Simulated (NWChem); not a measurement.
System: CH4F2OSi; SMILES F[SiH](F)OC

The following NWChem deck was run.

```
start job
memory heap 200 mb stack 900 mb global 1100 mb
geometry units angstroms noautoz
  Si    -0.043368    -0.483015     0.343440
  F      1.471081    -0.741507    -0.190185
  F     -1.000905    -1.625310    -0.285033
  O     -0.604496     0.956358    -0.225269
  C      0.046401     2.211277    -0.098450
  H     -0.038832    -0.599079     1.825119
  H      1.066264     2.192197    -0.540885
  H      0.129786     2.530332     0.964970
  H     -0.554157     2.970414    -0.637721
end
basis spherical
  * library aug-pcseg-1
end
dft
  xc xtpss03 ctpss03
  iterations 150
  mulliken
end
task dft energy
```

Output (shortened):

```
             Northwest Computational Chemistry Package (NWChem) 7.3.0
             --------------------------------------------------------

 C1  symmetry detected

                             Geometry "geometry" -> ""
                             -------------------------

 Output coordinates in angstroms (scale by  1.889725989 to convert to a.u.)

  No.       Tag          Charge          X              Y              Z
 ---- ---------------- ---------- -------------- -------------- --------------
    1 Si                  14.0000    -0.00717868    -0.48575043     0.34507309
    2 F                    9.0000     1.49981824    -0.67927244    -0.23513295
    3 F                    9.0000    -0.93676547    -1.66058793    -0.26510600
    4 O                    8.0000    -0.64180518     0.93434426    -0.19406464
    5 C                    6.0000    -0.03787959     2.21330348    -0.07528400
    6 H                    1.0000     0.04603204    -0.61296477     1.82488700
    7 H                    1.0000     0.96832647     2.23848759    -0.54766989
    8 H                    1.0000     0.06432935     2.52722951     0.98801983
    9 H                    1.0000    -0.68394226     2.95192207    -0.58988843

 Effective nuclear repulsion energy (a.u.)     254.7087328315

                                 NWChem DFT Module
                                 -----------------

 Summary of "ao basis" -> "ao basis" (spherical)
 ------------------------------------------------------------------------------
       Tag                 Description            Shells   Functions and Types
 ---------------- ------------------------------  ------  ---------------------
 Si                       aug-pcseg-1               11       27   5s4p2d
 F                        aug-pcseg-1                9       23   4s3p2d
 O                        aug-pcseg-1                9       23   4s3p2d
 C                        aug-pcseg-1                9       23   4s3p2d
 H                        aug-pcseg-1                5        9   3s2p

            General Information
            -------------------
          SCF calculation type: DFT
          Wavefunction type:  closed shell.
          No. of atoms     :     9
          No. of electrons :    50
           Alpha electrons :    25
            Beta electrons :    25
          Charge           :     0
          Spin multiplicity:     1
          Use of symmetry is: off; symmetry adaption is: off
          Maximum number of iterations: 150
          AO basis - number of functions:   155
                     number of shells:    67
          Convergence on energy requested:  1.00D-06
          Convergence on density requested:  1.00D-05
          Convergence on gradient requested:  5.00D-04

              XC Information
              --------------
                  TPSS metaGGA Exchange Functional  1.000
             TPSS03 metaGGA Correlation Functional  1.000

             Grid Information
             ----------------
          Grid used for XC integration:  medium
          Radial quadrature: Mura-Knowles
          Angular quadrature: Lebedev.
          Tag              B.-S. Rad. Rad. Pts. Rad. Cut. Ang. Pts.
          ---              ---------- --------- --------- ---------
          Si                  1.10       88          16.0       590
          F                   0.50       49          15.0       434
          O                   0.60       49          12.0       434
          C                   0.70       49          15.0       434
          H                   0.35       45          16.0       434
          Grid pruning is: on
          Number of quadrature shells:   464
          Spatial weights used:  Erf1

      Superposition of Atomic Density Guess
      -------------------------------------

 Sum of atomic energies:        -601.88769900

      Non-variational initial energy
      ------------------------------

 Total energy =    -603.393490
 1-e energy   =   -1340.641244
 2-e energy   =     482.539021
 HOMO         =      -0.398127
 LUMO         =       0.020719

     ---------------------------------------------
      Total Density - Mulliken Population Analysis
     ---------------------------------------------

    Atom       Charge   Shell Charges
 -----------   ------   -------------------------------------------------------
    1 Si  14    11.82   2.00  2.00  0.68 -0.21 -0.03  5.99  1.02  0.03 -0.00  0.24  0.09
    2 F    9     9.66   2.00  0.96  1.00 -0.05  3.60  2.13  0.02  0.00  0.00
    3 F    9     9.66   2.00  0.96  0.99 -0.04  3.60  2.13  0.02  0.00  0.00
    4 O    8     9.57   2.00  0.91  0.92  0.10  3.13  2.11  0.36  0.01  0.03
    5 C    6     6.05   2.00  0.75  0.42  0.09  1.83  0.94  0.00  0.05 -0.03
    6 H    1     1.06   0.69  0.33 -0.01  0.01  0.04
    7 H    1     0.73   0.71 -0.04 -0.01  0.02  0.06
    8 H    1     0.71   0.71 -0.05 -0.01  0.02  0.05
    9 H    1     0.73   0.71 -0.03 -0.01  0.02  0.05

   convergence    iter        energy       DeltaE   RMS-Dens  Diis-err
 ---------------- ----- ----------------- --------- --------- ---------
 d= 0,ls=0.0,diis     1   -604.9487655510 -8.60D+02  1.87D-02  1.02D+00
 d= 0,ls=0.0,diis     2   -604.7379430794  2.11D-01  9.63D-03  3.71D+00
 d= 0,ls=0.0,diis     3   -605.0662407401 -3.28D-01  1.57D-03  2.01D-02
 d= 0,ls=0.0,diis     4   -605.0675255225 -1.28D-03  5.10D-04  5.05D-03
 d= 0,ls=0.0,diis     5   -605.0680392737 -5.14D-04  1.59D-04  7.99D-04
  Resetting Diis
 d= 0,ls=0.0,diis     6   -605.0681162514 -7.70D-05  4.66D-05  6.65D-05
 d= 0,ls=0.0,diis     7   -605.0681219591 -5.71D-06  2.85D-05  4.41D-06
 d= 0,ls=0.0,diis     8   -605.0681211293  8.30D-07  1.70D-05  1.32D-05
 d= 0,ls=0.0,diis     9   -605.0681224004 -1.27D-06  3.64D-06  3.32D-07
 d= 0,ls=0.0,diis    10   -605.0681224342 -3.38D-08  5.66D-07  5.92D-09

[...]
```

Level: TPSS/aug-pcseg-1. Geometry: optimised at PBE-D3(BJ)/def2-SVP.
